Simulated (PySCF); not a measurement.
Problem. What does the GFN2-xTB structure of TMS (`C[Si](C)(C)C`) look like in three dimensions?

Solution. 
Z-matrix in Å and degrees, rows numbered from 1:
```
C 
Si  1  1.9091
C   2  1.9090  1  109.48
C   2  1.9092  1  109.61  3   120.03
C   2  1.9090  1  109.53  3  -119.99
H   1  1.0859  2  111.36  3   -60.01
H   1  1.0859  2  111.41  3   179.92
H   1  1.0859  2  111.34  3    59.91
H   3  1.0859  2  111.36  1  -179.63
H   3  1.0859  2  111.40  1    60.35
H   3  1.0858  2  111.36  1   -59.65
H   4  1.0858  2  111.41  1   -59.95
H   4  1.0859  2  111.42  1    60.09
H   4  1.0860  2  111.34  1  -179.88
H   5  1.0859  2  111.43  1   -60.12
H   5  1.0858  2  111.39  1    59.92
H   5  1.0859  2  111.35  1   179.91
```

Si2 (four-coordinate silicon) is tetrahedral (angles from 109.4° to 109.6°). All 4 C–Si bonds measure 1.909 Å.

Computed geometry: GFN2-xTB, gas phase.

Point group: Td (tolerance 0.08 Å). No frequency check.
